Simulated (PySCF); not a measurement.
**Spinor energies of Rb²³⁺ (rubidium, charge +23)**

Start: [Ne] 3s2 3p2; 3p1/2 filled at m_j = -1/2, +1/2. Calculated with PySCF 2.14 in an even-tempered Gaussian basis (19 s from 3 bohr⁻², ratio 2.4; 13 p from 3.8 bohr⁻², ratio 2.4; 5 d from 15 bohr⁻², ratio 2.6; 4 f from 22 bohr⁻², ratio 2.6): generalised Hartree-Fock with the X2C-1e Hamiltonian and a Gaussian nucleus; one run each with spin-orbit coupling (SO) switched off, then screened by Boettger's factors.

| spinor shell | electrons | ε, spin-free (eV) | ε, screened SO (eV) | weight of nominal j (screened SO) | rms radius, screened SO (bohr) |
| --- | --- | --- | --- | --- | --- |
| 1s1/2 | 2 | -16327.4 | -16325.6 | 1.000 | 0.0463 |
| 2s1/2 | 2 | -3106.4 | -3105.4 | 1.000 | 0.189 |
| 2p1/2 | 2 | -2866.9 | -2913.0 | 1.000 | 0.165 |
| 2p3/2 | 4 | -2866.9 | -2843.7 | 1.000 | 0.169 |
| 3s1/2 | 2 | -1138.0 | -1137.5 | 1.000 | 0.470 |
| 3p1/2 | 2 | -1073.5 | -1076.9 | 1.000 | 0.457 |

| quantity | spin-free | screened SO |
| --- | --- | --- |
| E (hartree) | -2641.01990 | -2641.68115 |
| M_J | 0 | 0 |
| ⟨J²⟩ | 2.001 | 0.000 |
| ⟨L²⟩ | 2.001 | 1.335 |
| ⟨S²⟩ | 2.000 | 1.335 |

Breit and QED terms are absent; they matter most for the inner s and p1/2 levels.

Densities and radii are taken from the X2C orbitals without a picture-change correction, which distorts them close to the nucleus.

Without spin-orbit coupling the j labels of p, d and f shells carry no meaning; the spin-free column gives the mean over the occupied spinors of each nl shell.
